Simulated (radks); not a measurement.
The numbers below are computed, except where a source is named.
Valence configurations of neutral neodymium (all share [Xe]). Level of theory: Dirac Kohn-Sham, PBEsol, spin-unpolarised, spherical densities, finite nucleus; open shells fill j = l - 1/2 first; Fermi nuclear charge, rms radius 4.9123 fm (a radial shooting solver on a logarithmic mesh with Libxc functionals). Energies are relative to 4f4 6s2; eigenvalues in eV.

| valence | E (eV) | e(4f5/2) | e(5d3/2) | e(6p1/2) | e(6s1/2) |
|---|---|---|---|---|---|
| 4f4 6s2 | 0.000 | -1.876 | - | - | -3.515 |
| 4f4 6s1.5 6p0.5 | 1.097 | -2.417 | - | -1.607 | -3.820 |
| 4f4 5d1 6s1 | 1.635 | -0.728 | -1.325 | - | -3.074 |
| 4f3 5d1 6s2 | 1.816 | -7.028 | -3.035 | - | -3.874 |
| 4f4 6s1 6p1 | 2.212 | -2.939 | - | -1.847 | -4.096 |
| 4f3 6s2 6p1 | 3.966 | -10.088 | - | -2.302 | -5.063 |
| 4f2 6s2 6p2 | 16.125 | -19.913 | - | -3.163 | -6.506 |

NIST lists [Xe] 4f4 6s2 as the ground configuration; this level of theory agrees among the configurations tried. The energies are those of spherical spin-averaged densities, not of single terms. No valid solution was reached for [Xe] 4f5 6s1; [Xe] 4f4.5 6s1.5; [Xe] 4f5 5d1.
